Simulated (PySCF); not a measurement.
C₃H₃, SMILES c1c[cH+]1, charge +1.

Geometry optimised at PBE-D3(BJ)/def2-TZVP.

Computed with PBE-D3(BJ)/def2-TZVP (PySCF).

No scaling factor is applied to the harmonic values.

Modes within 1.5 cm⁻¹ of each other (mostly degenerate sets) share a row, with their intensities summed.

| mode | ν (cm⁻¹) | IR (km/mol) | Raman (Å⁴/amu) | depolarisation | moving atoms (share of kinetic energy) |
|---|---|---|---|---|---|
| 1 | 747 | 70.5 | 0.0 | – | H 92 % |
| 2–3 | 905 | 68.7 | 9.4 | 0.75 | H 93 % |
| 4–5 | 990 | 0.0 | 0.4 | 0.75 | H 68 %, C 32 % |
| 6 | 997 | 0.0 | 0.0 | – | H 68 %, C 32 % |
| 7–8 | 1293 | 88.7 | 7.1 | 0.75 | C 92 %, H 8 % |
| 9 | 1625 | 0.0 | 58.8 | 0.05 | C 85 %, H 15 % |
| 10–11 | 3169 | 182.0 | 64.5 | 0.75 | H 91 %, C 9 % |
| 12 | 3215 | 0.0 | 116.9 | 0.08 | H 85 %, C 15 % |
